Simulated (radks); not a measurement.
The numbers below are computed, except where a source is named.
Coulomb parameter of the 5d shell of neutral osmium in the model configuration [Xe] 4f14 5d7 6s1, as a second difference U = [E(n + 0.5) + E(n - 0.5) - 2 E(n)] / (0.5)^2 with all orbitals relaxed. "Bare": the charge of the atom changes with n. "Screened": the 6s shell takes up the change at fixed total charge, which measures U(5d,5d) + U(6s,6s) - 2 U(5d,6s). Level of theory: Dirac Kohn-Sham, PBE, spin-unpolarised, spherical densities, finite nucleus; open shells are shared between the two j in proportion to 2j + 1; Fermi nuclear charge, rms radius 5.4126 fm (a radial shooting solver on a logarithmic mesh with Libxc functionals).

| case | configuration | E - E(n) (eV) |
|---|---|---|
| start | [Xe] 4f14 5d7 6s1 | 0.000 |
| bare +0.5 | [Xe] 4f14 5d7.5 6s1 | -1.377 |
| bare -0.5 | [Xe] 4f14 5d6.5 6s1 | 3.460 |
| screened +0.5 | [Xe] 4f14 5d7.5 6s0.5 | 0.444 |
| screened -0.5 | [Xe] 4f14 5d6.5 6s1.5 | -0.255 |

U(bare) = 8.332 eV, U(screened by 6s) = 0.755 eV. The step up makes a negative ion, whose loosely bound charge lowers the bare value.
